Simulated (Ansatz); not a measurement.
```xyz
3

O     0.0000    0.0000   -0.4540
O     0.0000    1.1456    0.2270
O     0.0000   -1.1456    0.2270
```

Basis set: def2-TZVP (spherical functions). Left uncorrelated: 3 orbitals. Charge 0, multiplicity 1.

Computed with Ansatz (development build ahead of 0.2.0); each method stands on the lowest determinant of its kind that the runs found. Restricted open shells among the atoms or ions are ROHF, correlated in semicanonical orbitals with singles.

The atomization energy at this shape (free ground-state atoms in the same class of orbitals less the molecule, no zero-point energy) of singlet O3:

| method | atomization energy |
| --- | --- |
| RHF-MP2 | 6.81 eV |

Q: What does RHF give?

A: -2.87 eV. Caution: in another basis set an unrestricted determinant lies well below. Caution for RHF: the molecule lies well above its atoms at this level.
